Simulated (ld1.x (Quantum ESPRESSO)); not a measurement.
**fluorine: TM pseudisation with PBEsol, scalar-relativistic reference atom.**

```json
{
  "Element": "F (Z = 9)",
  "Generator": "ld1.x (Quantum ESPRESSO) 7.5",
  "Type": "norm-conserving Troullier–Martins (Kleinman–Bylander form)",
  "Functional": "PBEsol",
  "Relativity": "scalar-relativistic",
  "Frozen core": "[He]",
  "Valence charge": "7",
  "Reference configuration": "2s2 2p4.5 (charge +0.5)",
  "Partial waves": "2p (bound): rc 0.95 bohr; 2s (bound): rc 0.80 bohr",
  "Local potential": "the s channel",
  "Core correction": "a·sin(br)/r model core inside 0.45 bohr"
}
```

**Question.** Does the generator finish with these settings?

**Answer.** Yes, a potential is produced and its reference levels are reproduced.

**Question.** Estimate the cutoffs (Ry, on a coarse ladder) from which the occupation-weighted sum of valence levels, in a spherical-Bessel basis at the reference potential, stays within 10 and 1 mRy of its value at 400 Ry.

**Answer.** 160 Ry and 260 Ry.

**Question.** Does the potential have ghost states?

**Answer.** No extra level below or beside the all-electron valence levels (p, s, d, f tested).

**Question.** Tests: 2s2 2p5; 2s2 2p4; 2s2 2p3; 2s1 2p6; 2s2 2p1; 2s2 2p5.3; 2s1 2p5. Which has the largest error in its energy relative to the reference configuration, and how large is it?

**Answer.** 2s2 2p1, with +383 meV (all-electron minus pseudo) on +196.17 eV.
